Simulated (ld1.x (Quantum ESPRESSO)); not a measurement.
What the settings do to the TM potential of tungsten

Base potential:

```json
{
 "Element": "W (Z = 74)",
 "Generator": "ld1.x (Quantum ESPRESSO) 7.5",
 "Type": "norm-conserving Troullier–Martins (Kleinman–Bylander form)",
 "Functional": "PBE",
 "Relativity": "scalar-relativistic",
 "Frozen core": "[Xe] 4f14",
 "Valence charge": "6",
 "Reference configuration": "5d4 6s2 6p0",
 "Partial waves": "6s (bound): rc 2.65 bohr; 6p (bound, empty): rc 2.90 bohr; 5d (bound): rc 1.55 bohr",
 "Local potential": "all-electron potential smoothed inside 1.40 bohr (lloc = -1)",
 "Core correction": "Bessel-smoothed model core, default radius (core density twice the valence density)"
}
```

All-electron outer shells of the reference configuration (PBE, scalar-relativistic, ld1.x):

```tsv
shell	level (eV)	outermost node (bohr)	outermost maximum (bohr)
5p	-43.20	0.57	1.09
4f	-33.21	–	0.43
6s	-5.71	1.28	2.67
5d	-4.48	0.63	1.49
6p	-1.36	1.54	3.75
```

Cutoffs, loose and tight: the cutoffs (Ry, on a coarse ladder) from which the occupation-weighted sum of valence levels, in a spherical-Bessel basis at the reference potential, stays within 10 and 1 mRy of its value at 400 Ry. They do not see the model core or the augmentation charge, which bear on the density cutoff. Test errors are all-electron minus pseudo excitation energies from the reference, over the configurations 5d4 6s1 6p0; 5d4 6s0 6p0; 5d3 6s0 6p0; 5d4 6s0 6p2; 5d4 6s1.5 6p0; 5d4 6s1 6p1; 5d4 6s0 6p1. A dash means not determined; rows that change the core or the reference have their own tests. The largest error is taken over the tests solved by every variant that gives reliable tests at all: 5d3 6s0 6p0; 5d4 6s0 6p0; 5d4 6s0 6p2; 5d4 6s1 6p0; 5d4 6s1 6p1; 5d4 6s1.5 6p0.

A true bound ghost makes a file unfit for plane-wave use even where its test errors are small: the radial tests pick states by their node count and pass the ghost by. Where a test does run into it, the solver fails or the error is huge.

| change | outcome | cutoff, loose | cutoff, tight | bound ghosts | largest test error (meV) |
| --- | --- | --- | --- | --- | --- |
| base | generated | 30 Ry | 45 Ry | s, p | -123 |
| wave 6s (bound): rc 2.65 bohr becomes 6s (bound): rc 1.74 bohr | generated | 70 Ry | 110 Ry | s, p | -226 |
| wave 6s (bound): rc 2.65 bohr becomes 6s (bound): rc 1.90 bohr | generated | 30 Ry | 70 Ry | s, p | -169 |
| wave 6s (bound): rc 2.65 bohr becomes 6s (bound): rc 2.18 bohr | generated | 30 Ry | 50 Ry | s, p | -139 |
| wave 6s (bound): rc 2.65 bohr becomes 6s (bound): rc 2.54 bohr | generated | 30 Ry | 45 Ry | s, p | -123 |
| wave 6s (bound): rc 2.65 bohr becomes 6s (bound): rc 2.80 bohr | generated | 30 Ry | 50 Ry | s, p | -128 |
| wave 6s (bound): rc 2.65 bohr becomes 6s (bound): rc 3.02 bohr | generated | 30 Ry | 50 Ry | s, p | -148 |
| wave 6s (bound): rc 2.65 bohr becomes 6s (bound): rc 3.48 bohr | generated | 30 Ry | 50 Ry | s, p | -265 |
| wave 6s (bound): rc 2.65 bohr becomes 6s (bound): rc 3.74 bohr | generated | 30 Ry | 45 Ry | s, p | -375 |
| wave 6s (bound): rc 2.65 bohr becomes 6s (bound): rc 4.00 bohr | generated | 30 Ry | 50 Ry | s, p | -524 |

Question: What comes out with this change to the base: wave 6s (bound): rc 2.65 bohr becomes 6s (bound): rc 3.22 bohr?

Answer: outcome: generated; cutoff, loose: 30 Ry; cutoff, tight: 45 Ry; bound ghosts: s, p; largest test error (meV): -191.

Reading the sweep of the s radius (base included, trends over the rows without a ghost): Bound ghosts are found at 1.74, 1.9, 2.18, 2.54, 2.65, 2.8, 3.02, 3.22, 3.48, 3.74, 4 bohr. Every judged row has one, so this setting neither creates nor removes them.
